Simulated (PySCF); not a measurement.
C$_{4}$H$_{10}$In, doublet, geometry from GFN2-xTB (such geometries of metal compounds can be far from the true shape) (the spin is typed, not shown lowest) (core potentials on In); TPSS/def2-SV(P) in PySCF.

The PySCF input:
```python
from pyscf import gto, scf, dft

mol = gto.Mole()
mol.atom = '''
    In    0.52255082    0.11091274    0.09546448
    C    -0.95838512   -0.71695823    1.86304033
    C    -0.70962100   -2.19533506    2.09301009
    H    -1.96947651   -0.54010065    1.48625371
    H    -0.81678652   -0.14472989    2.78228406
    H     0.30234153   -2.36652019    2.46531725
    H    -0.83238832   -2.75924332    1.16515931
    H    -1.40770894   -2.61020520    2.82733321
    C    -0.32756829    0.44693269   -2.17777208
    C    -0.86797167    1.85804339   -2.30665015
    H    -1.12384716   -0.29317635   -2.29476362
    H     0.45050344    0.25202494   -2.91862042
    H    -0.06947519    2.59339005   -2.18885308
    H    -1.62751592    2.05432304   -1.54594336
    H    -1.32935978    2.02341681   -3.28569579
'''
mol.basis = 'def2-sv(p)'
mol.ecp = {'In': 'def2-sv(p)'}
mol.spin = 1
mol.verbose = 4
mol.build()

mf = dft.UKS(mol)
mf.xc = 'tpss'
mf.kernel()
```

Output, abridged:

```
PySCF version 2.14.0

[INPUT] verbose = 4
[INPUT] num. atoms = 15
[INPUT] num. electrons = 55
[INPUT] charge = 0
[INPUT] spin (= nelec alpha-beta = 2S) = 1
[INPUT] symmetry False subgroup None
[INPUT] Mole.unit = angstrom
[INPUT] Symbol           X                Y                Z      unit          X                Y                Z       unit  Magmom
[...]
nuclear repulsion = 231.488216843383
number of shells = 54
number of NR pGTOs = 197
number of NR cGTOs = 102
basis = def2-sv(p)
ecp = {'In': 'def2-sv(p)'}

******** <class 'pyscf.dft.uks.UKS'> ********
method = UKS
initial guess = minao
damping factor = 0
level_shift factor = 0
DIIS = <class 'pyscf.scf.diis.CDIIS'>
diis_start_cycle = 1
diis_space = 8
diis_damp = 0
SCF conv_tol = 1e-09
SCF conv_tol_grad = None
SCF max_cycles = 50
direct_scf = True
direct_scf_tol = 1e-13
number electrons alpha = 28  beta = 27
XC library pyscf.dft.libxc version 7.1.2
    S. Lehtola, C. Steigemann, M. J. T. Oliveira, and M. A. L. Marques,  SoftwareX 7, 1–5 (2018)
XC functionals = tpss
    J. Tao, J. P. Perdew, V. N. Staroverov, and G. E. Scuseria,  Phys. Rev. Lett. 91, 146401 (2003)
    J. P. Perdew, J. Tao, V. N. Staroverov, and G. E. Scuseria,  J. Chem. Phys. 120, 6898 (2004)
    J. Tao, J. P. Perdew, V. N. Staroverov, and G. E. Scuseria,  Phys. Rev. Lett. 91, 146401 (2003)
    J. P. Perdew, J. Tao, V. N. Staroverov, and G. E. Scuseria,  J. Chem. Phys. 120, 6898 (2004)
radial grids:
    Treutler-Ahlrichs [JCP 102, 346 (1995); DOI:10.1063/1.469408] (M4) radial grids

becke partition: Becke, JCP 88, 2547 (1988); DOI:10.1063/1.454033
pruning grids: <function nwchem_prune>
grids dens level: 3
symmetrized grids: False
atomic radii adjust function: <function treutler_atomic_radii_adjust>
small_rho_cutoff = 0
Set gradient conv threshold to 3.16228e-05
tot grids = 176432
init E= -327.237220783894

cycle= 1 E= -346.951637957796  delta_E= -19.7  |g|= 1.56  |ddm|=  9.2
cycle= 2 E= -304.646595294357  delta_E= 42.3  |g|= 5.18  |ddm|= 32.5
cycle= 3 E= -347.948293976105  delta_E= -43.3  |g|= 0.763  |ddm|= 32.4
cycle= 4 E= -348.043734078979  delta_E= -0.0954  |g|= 0.704  |ddm|= 1.78
cycle= 5 E= -348.295180579713  delta_E= -0.251  |g|= 0.249  |ddm|=  1.1
cycle= 6 E= -348.298263027924  delta_E= -0.00308  |g|= 0.238  |ddm|= 0.638
cycle= 7 E= -348.336679938975  delta_E= -0.0384  |g|= 0.0613  |ddm|= 0.417
cycle= 8 E= -348.33911903505  delta_E= -0.00244  |g|= 0.014  |ddm|= 0.0912
cycle= 9 E= -348.339216218756  delta_E= -9.72e-05  |g|= 0.00338  |ddm|= 0.02
cycle= 10 E= -348.339224915959  delta_E= -8.7e-06  |g|= 0.000594  |ddm|= 0.00624
cycle= 11 E= -348.339225247701  delta_E= -3.32e-07  |g|= 0.000255  |ddm|= 0.00183
cycle= 12 E= -348.339225308841  delta_E= -6.11e-08  |g|= 0.000107  |ddm|= 0.000576
cycle= 13 E= -348.339225317403  delta_E= -8.56e-09  |g|= 5.84e-05  |ddm|= 0.00019
cycle= 14 E= -348.339225320128  delta_E= -2.73e-09  |g|= 1.64e-05  |ddm|= 0.000125
cycle= 15 E= -348.339225320172  delta_E= -4.34e-11  |g|= 1.63e-05  |ddm|= 5.17e-05
Extra cycle  E= -348.339225318906  delta_E= 1.27e-09  |g|= 4.57e-05  |ddm|= 9.04e-05
converged SCF energy = -348.339225318906  <S^2> = 0.75501287  2S+1 = 2.0050066
```
